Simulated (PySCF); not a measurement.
All of these have the formula C4H9OPSi. Method used: PySCF, TDDFT B3LYP/def2-SVPD, vertical, gas phase, core orbitals frozen in the response. Geometries: GFN2-xTB; one conformer of each isolated species. Triplets are in the Tamm–Dancoff approximation.

A. `C=C[C@@H]1[C@H]([SiH3])[P@H]1=O`
B. `O=[P@@H]1C=C([SiH3])CC1`
C. `C1O[Si@@](C=C)(P)C1`

Lowest singlet levels (six at most, fewer where fewer were computed) with oscillator strengths:

1. 245 nm (f 0.014); 225 nm (f 0.017); 200 nm (f 0.093); 198 nm (f 0.006); 193 nm (f 0.034); 190 nm (f 0.015); T1 4.36 eV
2. 231 nm (f 0.124); 209 nm (f 0.036); 206 nm (f 0.010); 203 nm (f 0.006); 198 nm (f 0.148); 195 nm (f 0.006); T1 4.05 eV
3. 247 nm (f 0.009); 238 nm (f 0.003); 194 nm (f 0.261); 192 nm (f 0.009); 186 nm (f 0.013); 184 nm (f 0.019); T1 4.13 eV

Question: Match each spectrum to its molecule.

Answer: 1 = C, 2 = A, 3 = B.
- A: S1 at 5.36 eV, HOMO→LUMO (81%); Löwdin shares by element: HOMO carbon 32% or more, oxygen 23%, phosphorus 13% (atoms not listed hold the other 31%); LUMO carbon 60% or more, phosphorus 9% (atoms not listed hold the other 32%); HOMO -6.75 and LUMO -0.72 eV.
- B: S1 at 5.02 eV, HOMO→LUMO (84%), HOMO-1→LUMO (13%); Löwdin shares by element: HOMO oxygen 52%, carbon 20% or more, phosphorus 12% (atoms not listed hold the other 16%); LUMO carbon 61% or more, phosphorus 9%, silicon 8% (atoms not listed hold the other 22%); HOMO -7.43 and LUMO -1.39 eV.
- C: S1 at 5.07 eV, HOMO→LUMO (96%); Löwdin shares by element: HOMO phosphorus 46%, oxygen 14%, silicon 12%, carbon 7% or more (atoms not listed hold the other 21%); LUMO carbon 59% or more, silicon 14%, hydrogen 4% or more (atoms not listed hold the other 23%); HOMO -7.03 and LUMO -1.08 eV.
B and C have S1 within 0.05 eV of each other; their strongest listed levels stand at 6.39 eV (f 0.261) and 6.21 eV (f 0.093).
